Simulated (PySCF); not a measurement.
Gas-phase reaction: 2 B3O3F3 + 2 O3 = 3 B2O3 + 3 F2O, at 1800 K and a standard pressure of 1 bar. Level: CCSD(T)/def2-SVP†.

Computed with PySCF and rigid-rotor harmonic-oscillator thermochemistry at 1 bar. † marks an energy on the PBE0/def2-TZVP geometry and frequencies. CCSD(T) freezes the core. All species are closed-shell singlets. CCSD(T) isn't extrapolated to the basis-set limit. The harmonic model lacks anharmonicity and excited electronic states, which grow with temperature; levels with a mode under 35 cm⁻¹ are left out. Strong static correlation: O3. Soft modes under 120 cm⁻¹ make the harmonic entropy rough for B2O3. Warning, large T1 diagnostic: O3 (CCSD(T)/def2-SVP†).

```tsv
species	E (Ha)	H(1800 K) − E (kJ/mol)	S°(1800 K) (J/mol/K)
B3O3F3	-598.37345	388.0	640.2
O3	-224.69870	108.0	325.0
B2O3	-274.63533	204.0	442.4
F2O	-273.81934	106.6	338.8
```
E: electronic energy; H − E holds the zero-point and thermal terms. 1 Ha = 2625.5 kJ/mol.

Problem. Work out ΔH°, ΔS°, ΔG° and log10 K from these numbers.

Solution. 1. ΔE = 3×(-274.63533) + 3×(-273.81934) − 2×(-598.37345) − 2×(-224.69870) = 0.78029 Ha = 2048.7 kJ.
2. Δ(H − E) = 3×(204.0) + 3×(106.6) − 2×(388.0) − 2×(108.0) = -60.2 kJ, so ΔH° = 1988.5 kJ.
3. ΔS° = 3×(442.4) + 3×(338.8) − 2×(640.2) − 2×(325.0) = 413.2 J/K; the number of gas molecules changes by +2.
4. ΔG° = ΔH° − TΔS° = 1988.5 − 1800×(413.2)/1000 = 1244.7 kJ.
5. log10 K = −ΔG°/(RT ln 10) = -36.12, with RT ln 10 = 34.46 kJ/mol; at standard pressures the reactants are favoured.
6. A shift of 10 kJ in ΔE would move log10 K by 0.29 here.
For scale, ΔH°(298 K) is 2019 kJ at this level, 1955 kJ at ωB97M-V/def2-TZVP†, and runs from 987 to 2134 kJ over the 19 levels computed; the NASA 1993 table gives 2012 kJ (entries not checked at source). After a fit of one offset per element over all species, the range-separated, M06-2X, PBE0/def2-QZVP and CCSD(T)/def2-TZVPP enthalpies, where run, lie to one side of the table for B3O3F3 (-22 kJ/mol), O3 (+19 kJ/mol): a fault of the table's entry, another state or a shared error of the levels is possible; this was not checked at source.
